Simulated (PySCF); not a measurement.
Cost of one run: geometry optimisation, SbMe2F, `[CH3][Sb]([CH3])[F]`.

Method: PBE0-D3(BJ)/def2-SVP geometry optimisation, gas phase, def2 core potentials past Kr (PySCF 2.14.0). Work: geometry optimisation from a GFN2-xTB start shaken at random, density fitting. The input is one job of a driver script: a line of settings, then coordinates in Å.

Input:
```
{"job": {"xc": "PBE0", "basis": "def2-SVP", "d3": "d3bj", "grid": 1, "maxiter": 30, "shake": 0.03, "kind": "geom"}, "charge": 0, "multiplicity": 1}
Sb    -0.271510    -0.655010     1.201010
C      1.462780    -0.581870    -0.003910
H      1.907710     0.387120     0.073070
H      1.303440    -0.737820    -1.040110
H      2.142300    -1.369680     0.304860
C     -1.234490     1.021490     0.005350
H     -2.250510     1.078750     0.237910
H     -1.045040     0.782660    -1.050960
H     -0.739950     1.962600     0.301580
F     -1.150090    -1.964970    -0.024380
```

Hardware: one thread, Intel Xeon 6975P-C (x86_64), no GPU, on a shared host. PySCF's memory limit was set to 2320 MB.

Q: How large is the basis?

A: 98 functions.

Q: Estimate the wall time.

A: About 21 s. The run took 6 energy-and-gradient evaluations and 41 SCF cycles, 3.5 s an evaluation on average.

Q: How much memory does it need at the peak?

A: About 0.39 GiB. Peak memory is the resident size of the whole Python process, interpreter and libraries included.

Q: At this speed, how long would 20000 such jobs take on 64 cores, one job a core?

A: 20000/64 gives 313 rounds of 21 s, about 1.8 h of wall time and 120 core-hours, if the jobs don't slow each other.

The host was shared with other jobs, so the times are rough.

The run converged: final energy -419.60851 Eh after 5 steps; dipole 2.71 D.
